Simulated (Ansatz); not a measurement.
Geometry optimisation, RKS r2SCAN/def2-SVP in Ansatz.

Input file:

```yaml
crystal:
  periodic: [false, false, false]
  atoms:
    - { symbol: F, position_ang: [-0.42591, -1.81701, 1.41014] }
    - { symbol: Si, position_ang: [-0.09328, -0.53818, 0.51396] }
    - { symbol: C, position_ang: [0.4986, 1.02888, -0.10375] }
    - { symbol: S, position_ang: [-1.26053, 0.34606, -0.95633] }
    - { symbol: H, position_ang: [1.28113, 0.98025, -0.86401] }
basis:
  gaussian: { orbitals: def2-SVP }
hamiltonian:
  xc: r2scan
relax:
  f_tol: 0.02
  max_steps: 40
scf:
  lower_state_search: "off"
```

Run as:

```bash
$ ansatz run input.yaml --threads 1 --pin off --max-ram 2048MiB --backend cpu --events-out ev --progress --plain --runs-dir out
```

Task: Where does it end, and by what steps?

Result: The run converged. After 11 steps the energy has fallen by 0.385 eV; S4 moved furthest, 0.32 Å. Parted: C3–S4.

```
step  energy less start (eV)  largest force component (eV/Å)  accepted
   0                  0.0000                           1.615       yes
   1                 -0.1247                           0.851       yes
   2                 -0.2634                           0.725       yes
   3                 -0.3296                           0.537       yes
   4                 -0.3515                           0.684       yes
   5                 -0.3466                           0.362        no
   6                 -0.3797                           0.307       yes
   7                 -0.3817                           0.183       yes
   8                 -0.3842                           0.077       yes
   9                 -0.3845                           0.070       yes
  10                 -0.3847                           0.067       yes
  11                 -0.3849                           0.012       yes
```

```xyz
5
Properties=species:S:1:pos:R:3
F -0.339 -1.643 1.451
Si -0.220 -0.552 0.281
C 0.711 0.885 0.045
S -1.548 0.218 -0.987
H 1.395 1.091 -0.791
```

The run took 25 s on 1 thread of Arm Neoverse V2, on a shared host, peak memory 0.14 GiB.
